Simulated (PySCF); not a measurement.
Task: What does the PBE0-D3(BJ)/def2-SVP structure of `Cc1pccc(F)p1` look like in three dimensions?

Result: 
```
atom  x, y, z in Å
C1     2.4792    0.0038   -0.2449
C2     0.9718   -0.0113   -0.1078
P3     0.2408   -1.5938    0.0188
C4    -1.4516   -1.2622    0.1868
C5    -2.1008   -0.0324    0.2119
C6    -1.4684    1.1957    0.0991
F7    -2.2642    2.2700    0.1418
P8     0.2335    1.5615   -0.0961
H9     2.8565    1.0071   -0.4950
H10    2.9611   -0.3070    0.6965
H11    2.8185   -0.6925   -1.0279
H12   -2.0844   -2.1518    0.2817
H13   -3.1904   -0.0001    0.3240
```

Any rigid rotation of these coordinates is as good. Atoms count from 1 in this order. P3 (phosphorus bonded to 2 C) is bent (angle 104.0°). The 3 C–C bonds span 1.386 Å (C5–C6, aromatic) to 1.514 Å (C1–C2, drawn single), a spread of 0.128 Å. The 8 heavy atoms lie in one plane (0.007 Å rms). The 6-membered ring C2–P3–C4–C5–C6–P8 has internal angles of 103.0° to 129.9°; it is planar, 0.00 Å rms from its mean plane, widest ring torsion 1°.

Bonds between heavy atoms (Å): C1–C2 1.514, C2–P3 1.748, P3–C4 1.733, C4–C5 1.391, C5–C6 1.386, C6–F7 1.338, C6–P8 1.752, C2–P8 1.738.

Method: PySCF 2.14.0, PBE0-D3(BJ)/def2-SVP geometry optimisation, gas phase.

Point group: near Cs, missed by 0.33 Å at most; the miss may be what the optimiser left on a soft mode. PBE0-D3(BJ)/def2-SVP frequencies: not computed here.
